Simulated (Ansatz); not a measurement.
A thermochemical cycle in electronic energies (no zero-point or thermal terms), species as SMILES, kcal/mol. Geometries: B3LYP-D3(BJ)/def2-TZVP minima from Ansatz (an electronic-structure program). Cores are frozen in the correlated levels unless marked. UHF or UKS for open shells. Spin-orbit coupling is left out. No relativistic terms. CBS marks a two-point X^-3 extrapolation of the correlation energy; Hartree-Fock from the larger set. The bracket is a focal-point correction in the basis named. Anions need diffuse functions, of which def2-TZVPD holds fewer than the aug- sets.

```csv
step,"RI-MP2/CBS(aug-cc-pV(T+d)Z,aug-cc-pV(Q+d)Z)+[CCSD(T)-MP2]/aug-cc-pV(T+d)Z (Ansatz)",wB97M-V/def2-TZVPD (Ansatz)
bond energy D: F[SiH2]F [difluorosilane] -> F[SiH]F + H atom,102.6,101.1
"electron affinity EA, positive where the anion is bound: F[SiH]F + e- → F[SiH-]F",39.1,40.2
"ionisation of the H atom at the same level, IE",313.7,310.1
```

Q: Find the deprotonation energy A: F[SiH2]F → F[SiH-]F + H+.

A: Breaking the bond, ionising the H atom and attaching the electron to the radical add up to the deprotonation, A = D + IE - EA. At RI-MP2/CBS(aug-cc-pV(T+d)Z,aug-cc-pV(Q+d)Z)+[CCSD(T)-MP2]/aug-cc-pV(T+d)Z: A = D + IE - EA = 102.6 + 313.7 - 39.1 = 377.2. At wB97M-V/def2-TZVPD: A = D + IE - EA = 101.1 + 310.1 - 40.2 = 371.0. The functional differs from the first level by -1.5 in D, +1.1 in EA and -6.2 in A; for EA and A the gap mixes functional and basis.
